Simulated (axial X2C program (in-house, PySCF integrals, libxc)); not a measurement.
# Worked dissociation energy of BeSi⁺: PBE0, spin-free

All values were computed with an in-house all-electron X2C program for linear molecules (integrals from PySCF). Spin-free means the one-electron spin-free X2C Hamiltonian. Basis: Si dyall-v3z [8s7p2d1f], Be dyall-cv3z [8s8p3d1f] (cores contracted in-house); Gaussian nuclei, density fitting, unrestricted open shells. Masses: Si 27.977 u, Be 9.012 u.

Molecular state: M_S = 1/2, Λ = 1 (beyond evenly filled blocks: π+α).

- E(Si+) (2M_S = 1, M_L = 0): -289.566603 hartree
- E(Be) (2M_S = 0, M_L = 0): -14.639214 hartree
- E(BeSi⁺) at Re: -304.284286 hartree
- ωe: 464.4 cm⁻¹
- ωexe: 4.95 cm⁻¹

Work out De and D0.

De = -289.566603 + (-14.639214) − (-304.284286) = 0.07847 hartree = 2.135 eV. The zero-point energy is ωe/2 − ωexe/4 = 231 cm⁻¹ = 0.029 eV, so D0 = 2.107 eV.

The state is a single determinant with fixed occupations, the lowest that a limited PBE0 search found. De is counted from the lowest determinant-based energies of the atoms at the same level, without counterpoise correction. Without a current term, density functionals place determinants with orbital angular momentum somewhat too high.

Each atomic determinant is the lowest at this level and need not be a pure term. Totals compare only within one Hamiltonian and basis.
